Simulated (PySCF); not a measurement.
SeBr2, SMILES Br[Se]Br. Heavy atoms are numbered as in [Se:1]([Br:2])[Br:3].

Coordinates come from a PBE0-D3(BJ)/def2-SVP optimisation.

All values below come from PBE/def2-TZVPD run with PySCF.

Mulliken values depend strongly on the basis, most of all with diffuse functions as here. Atomic charges (e), one atom of each kind:

```tsv
atom	IAO	Mulliken
Se1	0.19	0.16
Br2	-0.10	-0.08
```
